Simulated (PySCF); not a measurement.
## Two-component Hartree-Fock for Ho⁶³⁺ (holmium, charge +63)

Start: [He] 2s2. Calculated with PySCF 2.14 in an uncontracted even-tempered set (17 s from 11 bohr⁻², ratio 2.6; 13 p from 15 bohr⁻², ratio 2.6; 7 d from 15 bohr⁻², ratio 2.8; 4 f from 280 bohr⁻², ratio 2.8): generalised Hartree-Fock with the X2C-1e Hamiltonian and a Gaussian nucleus; spin-orbit coupling (SO) screened by Boettger's factors.

| spinor shell | electrons | ε, screened SO (eV) | weight of nominal j (screened SO) | rms radius, screened SO (bohr) |
| --- | --- | --- | --- | --- |
| 1s1/2 | 2 | -63116.9 | 1.000 | 0.0234 |
| 2s1/2 | 2 | -15467.1 | 1.000 | 0.0907 |

```
   quantity  screened SO
E (hartree)  -5893.55439
        M_J            0
       ⟨J²⟩        0.000
       ⟨L²⟩        0.000
       ⟨S²⟩        0.000
```

Breit and QED terms are absent; they matter most for the inner s and p1/2 levels.

Densities and radii are taken from the X2C orbitals without a picture-change correction, which distorts them close to the nucleus.
